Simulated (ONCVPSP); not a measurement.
**Configuration tests for indium (In) (ONCV)**

In (Z = 49), optimised norm-conserving Vanderbilt (ONCV), made with ONCVPSP 4.0.1 (PBE, scalar-relativistic). Core [Kr] 4d10, reference 5s2 5p1. Waves: 5s: rc 2.20 bohr, ncon 4, nbas 8, qcut 2.7 1/bohr, 2 projectors, debl 2.2 Ha; 5p: rc 2.60 bohr, ncon 4, nbas 8, qcut 3.5 1/bohr, 3 projectors, debl 3 Ha; d scattering state at 0.33 Ha: rc 2.35 bohr, ncon 4, nbas 7, qcut 4 1/bohr, 2 projectors, debl 3.2 Ha. Local part: polynomial inside 1.75 bohr (lpopt 5, dvloc0 2 Ha). Core correction: Teter function, fcfact 5.5, rcfact 1.3.

Energies are relative to the spin-unpolarised reference configuration 5s2 5p1; without spin polarisation the order of configurations can differ from experiment.

```json
{"valence configuration": "5s2 5p0.5", "charge": "+0.5", "ΔE all-electron (eV)": "1.941", "error AE − PS (meV)": "-3.1"}
{"valence configuration": "5s1 5p1", "charge": "+1", "ΔE all-electron (eV)": "11.957", "error AE − PS (meV)": "-60"}
```

Task: What are ΔE and the potential's error for 5s2 5p0?

Result: ΔE = 5.363 eV all-electron; the error (AE − PS) is -19 meV.

Task: What are ΔE and the potential's error for 5s1 5p0?

Result: ΔE = 24.599 eV all-electron; the error (AE − PS) is -204 meV.

Levels in the configuration 5s1 5p0:

```csv
level,all-electron (eV),pseudo (eV)
5s,-23.672,-23.963
```

Note: no bound ghost flagged; GHOST(+) flagged for d at 23.3 eV, s at 77.9 eV, p at 233.4 eV.
